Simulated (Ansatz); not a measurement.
Total energies of Mg₂S₂ from Ansatz at PBE-D4/def2-TZVP, gas phase (1 Eh = 27.2114 eV = 2625.5 kJ/mol). The reference geometry is relaxed at r2SCAN-D4/def2-TZVP.

Cartesian coordinates in Å:
```
Mg 0.251 0.724 -1.061
Mg -0.251 -0.724 1.061
S -1.664 0.896 0.217
S 1.664 -0.896 -0.217
```

| state | geometry | energy (Eh) |
| --- | --- | --- |
| charge 0 singlet | reference | -1196.11705 |
| charge 1 doublet | reference | -1195.83203 |
| charge 0 triplet | relaxed at r2SCAN-D4/def2-TZVP | -1196.05781 |
| charge 0 quintet | relaxed at r2SCAN-D4/def2-TZVP | -1195.96260 |
| free Mg atom (singlet) | – | -199.94297 |
| free S atom (triplet) | – | -397.93833 |

Problem. Work out the vertical ionisation energy to the doublet.

Solution. E(charge 1 doublet) − E(charge 0 singlet) = -1195.83203 − (-1196.11705) = 0.28502 Eh = 7.76 eV. For comparison, −ε of the highest occupied level is 5.09 eV at this level, 2.67 eV less.

Problem. Which of the charge 0 states is lowest, and how far above it are the others?

Solution. The singlet. triplet: -1196.05781 − (-1196.11705) = 0.05924 Eh = 155.5 kJ/mol; quintet: -1195.96260 − (-1196.11705) = 0.15445 Eh = 405.5 kJ/mol. The quintet differs in its bonds from the reference.

Problem. What is the binding energy per atom against free atoms?

Solution. Atoms: 2 × (-199.94297) + 2 × (-397.93833) = -1195.76260 Eh. Binding: -1195.76260 − (-1196.11705) = 0.35445 Eh = 9.65 eV, or 2.41 eV for each of 4 atoms (no zero-point energy, no counterpoise term).

The structure comes from a short search, and lower isomers may exist.
